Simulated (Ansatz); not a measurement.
Basis-set series for AlCl₃H₄OSi (`[SiH3][OH+][Al-]([Cl])([Cl])[Cl]`). Charge 0, multiplicity 1. All single points use the PBE0-D4/def2-TZVP geometry. It is one conformer, not always the lowest.

```
functional       basis  functions  energy (Eh)  HOMO (eV)  LUMO (eV)
   PBE0-D4    def2-SVP        124  -1989.01451      -8.39      -1.00
   PBE0-D4  def2-QZVPP        527  -1989.83390      -8.63      -1.46
   ωB97M-V    def2-SVP        124  -1989.65782     -10.57       0.87
   ωB97M-V  def2-QZVPP        527  -1990.46990     -10.89       0.06
```

**Question.** Give the rows for def2-TZVPP. (Estimate.)

**Answer.** Computed: 
```
functional       basis  functions  energy (Eh)  HOMO (eV)  LUMO (eV)
   PBE0-D4  def2-TZVPP        297  -1989.77092      -8.58      -1.35
   ωB97M-V  def2-TZVPP        297  -1990.41026     -10.83       0.34
```

Positive LUMOs are unbound and depend on the basis.
